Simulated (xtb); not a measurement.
C4H9O2 (SMILES C1C[OH+]CCO1), charge +1, singlet, from a rough starting geometry; xtb with GFN2-xTB.

xtb was given this input:
```
$ xtb mol.xyz --gfn 2 --chrg 1 --opt vtight --json

# file mol.xyz
15

C      1.35495861     0.08004150    -0.53092487
C      0.72089510    -1.18138893     0.10440479
O     -0.39658710    -0.78625456     1.03106235
C     -1.34037399     0.00241605     0.27844199
C     -0.70389945     1.21408142    -0.37983364
O      0.34427831     0.74234770    -1.21792784
H      2.08095348    -0.22698348    -1.25412728
H      1.79535438     0.67014458     0.22313104
H      1.40439339    -1.70666030     0.72164542
H      0.35249842    -1.82091631    -0.61595809
H      0.00357901    -0.18234467     1.71566306
H     -1.76726827    -0.68242780    -0.44673790
H     -2.14614034     0.22622450     1.00216966
H     -0.32947562     1.83843716     0.42348584
H     -1.43277895     1.71674383    -0.99443201
```

What the program printed (banner, timings and long lists left out):

```
   ID    Z sym.   atoms
    1    6 C      1, 2, 4, 5
    2    8 O      3, 6
    3    1 H      7-15

           -------------------------------------------------
          |                Calculation Setup                |
           -------------------------------------------------

           -------------------------------------------------
          |                 G F N 2 - x T B                 |
           -------------------------------------------------

          ...................................................
          :                      SETUP                      :
          :.................................................:
          :  # basis functions                  33          :
          :  # atomic orbitals                  33          :
          :  # shells                           21          :
          :  # electrons                        36          :
          :  max. iterations                   250          :
          :  Hamiltonian                  GFN2-xTB          :
          :  restarted?                      false          :
          :  GBSA solvation                  false          :
          :  PC potential                    false          :
          :  electronic temp.          300.0000000     K    :
          :  accuracy                    1.0000000          :
          :  -> integral cutoff          0.2500000E+02      :
          :  -> integral neglect         0.1000000E-07      :
          :  -> SCF convergence          0.1000000E-05 Eh   :
          :  -> wf. convergence          0.1000000E-03 e    :
          :  Broyden damping             0.4000000          :
          :  net charge                          1          :
          :  unpaired electrons                  0          :
          ...................................................

 iter      E             dE          RMSdq      gap      omega  full diag
   1    -20.9893374 -0.209893E+02  0.400E+00    9.08       0.0  T
   2    -21.0155539 -0.262165E-01  0.238E+00    7.92       1.0  T
   3    -21.0170982 -0.154427E-02  0.691E-01    7.47       1.0  T
   4    -21.0174341 -0.335971E-03  0.134E-01    7.54       1.0  T
   5    -21.0174807 -0.465478E-04  0.620E-02    7.61       1.0  T
   6    -21.0174832 -0.251714E-05  0.160E-02    7.62       1.6  T
   7    -21.0174834 -0.232398E-06  0.492E-03    7.63       5.2  T
   8    -21.0174834 -0.214132E-07  0.140E-03    7.63      18.5  T
   9    -21.0174834 -0.255928E-08  0.400E-04    7.63      64.6  T
  10    -21.0174834 -0.287340E-09  0.123E-04    7.63     209.2  T

   *** convergence criteria satisfied after 10 iterations ***

         :::::::::::::::::::::::::::::::::::::::::::::::::::::
         ::                     SUMMARY                     ::
         :::::::::::::::::::::::::::::::::::::::::::::::::::::
         :: total energy             -20.797898607602 Eh    ::
         :: gradient norm              0.103716135329 Eh/a0 ::
         :: HOMO-LUMO gap              7.625164377028 eV    ::
         ::.................................................::
         :: SCC energy               -21.017472616662 Eh    ::
         :: -> isotropic ES            0.119912679529 Eh    ::
         :: -> anisotropic ES          0.002481125070 Eh    ::
         :: -> anisotropic XC          0.004196842124 Eh    ::
         :: -> dispersion             -0.007275919292 Eh    ::
         :: repulsion energy           0.219574009060 Eh    ::
         :: add. restraining           0.000000000000 Eh    ::
         :: total charge               1.000000000000 e     ::
         :::::::::::::::::::::::::::::::::::::::::::::::::::::

      -----------------------------------------------------------
     |                   =====================                   |
     |                        A N C O P T                        |
     |                   =====================                   |
     |               Approximate Normal Coordinate               |
[...]
 * total energy  :   -20.7978986 Eh     change       -0.2413003E-10 Eh
 * total energy  :   -20.8067500 Eh     change       -0.8851404E-02 Eh
 * total energy  :   -20.8076693 Eh     change       -0.9192910E-03 Eh
 * total energy  :   -20.8077619 Eh     change       -0.9260555E-04 Eh
 * total energy  :   -20.8077890 Eh     change       -0.2709194E-04 Eh
 * total energy  :   -20.8077934 Eh     change       -0.4398659E-05 Eh
 * total energy  :   -20.8077942 Eh     change       -0.7625626E-06 Eh
 * total energy  :   -20.8077943 Eh     change       -0.1101876E-06 Eh
 * total energy  :   -20.8077943 Eh     change       -0.1857390E-07 Eh
   *** GEOMETRY OPTIMIZATION CONVERGED AFTER 9 ITERATIONS ***
         :: total energy             -20.807794289849 Eh    ::
[...]
        27                         -0.0291262              -0.7926
        28                         -0.0163378              -0.4446
        29                         -0.0125265              -0.3409
       ...                                ...                  ...
        33                          0.1114017               3.0314
      -------------------------------------------------------------
                  HL-Gap            0.2875229 Eh            7.8239 eV
             Fermi-level           -0.4468860 Eh          -12.1604 eV

     #   Z          covCN         q      C6AA      α(0)
     1   6 C        3.713     0.051    19.843     6.365
     2   6 C        3.680     0.016    20.524     6.489
     3   8 O        2.487    -0.104    15.868     5.380
     4   6 C        3.680     0.016    20.524     6.489
     5   6 C        3.713     0.051    19.843     6.365
     6   8 O        1.702    -0.270    18.484     5.805
     7   1 H        0.924     0.119     1.619     1.990
     8   1 H        0.923     0.062     2.179     2.309
     9   1 H        0.924     0.118     1.630     1.997
    10   1 H        0.924     0.133     1.511     1.922
    11   1 H        0.802     0.377     0.529     1.143
    12   1 H        0.924     0.133     1.511     1.922
    13   1 H        0.924     0.118     1.630     1.997
    14   1 H        0.923     0.062     2.180     2.309
    15   1 H        0.924     0.119     1.619     1.990

 Mol. C6AA /au·bohr⁶  :       1398.675543
 Mol. C8AA /au·bohr⁸  :      29778.329961
 Mol. α(0) /au        :         54.469573

Wiberg/Mayer (AO) data.
largest (>0.10) Wiberg bond orders for each atom

 ---------------------------------------------------------------------------
     #   Z sym  total        # sym  WBO       # sym  WBO       # sym  WBO
 ---------------------------------------------------------------------------
     1   6 C    3.948 --     2 C    1.000     6 O    0.999     8 H    0.959
                             7 H    0.953
     2   6 C    3.840 --     1 C    1.000     9 H    0.962    10 H    0.958
                             3 O    0.865
     3   8 O    2.616 --     2 C    0.865     4 C    0.865    11 H    0.828
     4   6 C    3.840 --     5 C    1.000    13 H    0.962    12 H    0.958
                             3 O    0.865
     5   6 C    3.948 --     4 C    1.000     6 O    0.999    14 H    0.959
                            15 H    0.953
     6   8 O    2.113 --     5 C    0.999     1 C    0.999
     7   1 H    0.986 --     1 C    0.953
     8   1 H    0.996 --     1 C    0.959
     9   1 H    0.986 --     2 C    0.962
    10   1 H    0.982 --     2 C    0.958
    11   1 H    0.858 --     3 O    0.828
    12   1 H    0.982 --     4 C    0.958
    13   1 H    0.986 --     4 C    0.962
    14   1 H    0.996 --     5 C    0.959
    15   1 H    0.986 --     5 C    0.953
 ---------------------------------------------------------------------------

Topologies differ in total number of bonds
Writing topology from bond orders to xtbtopo.mol

molecular dipole:
                 x           y           z       tot (Debye)
 q only:       -0.261      -0.639       1.261
   full:       -0.221      -0.618       1.660       4.538
molecular quadrupole (traceless):
                xx          xy          yy          xz          yz          zz
 q only:        3.600      -3.937      -1.413      -0.239       0.639      -2.187
  q+dip:        2.352      -2.566      -1.290       1.050       2.541      -1.062
   full:        3.009      -3.406      -1.586       0.647       2.013      -1.424

optimized geometry written to: xtbopt.xyz

           -------------------------------------------------
          | TOTAL ENERGY              -20.807794289849 Eh   |
          | GRADIENT NORM               0.000041116452 Eh/α |
          | HOMO-LUMO GAP               7.823895710221 eV   |
           -------------------------------------------------

normal termination of xtb
```
